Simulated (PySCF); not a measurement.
Ge(F)2 cation (F₂Ge), SMILES [F][Ge][F] (connectivity only; charge and spin as stated), charge +1, multiplicity 2. Geometry optimised at B3LYP-D3(BJ)/def2-TZVP. The multiplicity is an assumed one; other spin states were not compared. The isomer is the one that the SMILES or the coordinates give; other isomers of the formula were not compared.

Method: B3LYP-D3(BJ)/def2-TZVP (PySCF).

Harmonic wavenumbers (cm⁻¹): 195, 717, 767. Rotational constants (GHz): 26.06, 6.375, 5.122; symmetry number 2.

Problem. Work out the zero-point energy and the ideal-gas rigid-rotor harmonic-oscillator thermochemistry at 298.15 K and 1 atm.

Solution. ZPE = ½ Σ hcν = ½ × 1679 cm⁻¹ = 2.40 kcal/mol. H − E(el) = 5.25 kcal/mol. Entropy in cal/(mol K): translation 40.02, rotation 22.07, vibration 2.70, spin 1.38, total 66.17. G − E(el) = -14.48 kcal/mol. Cp = 11.30 cal/(mol K).
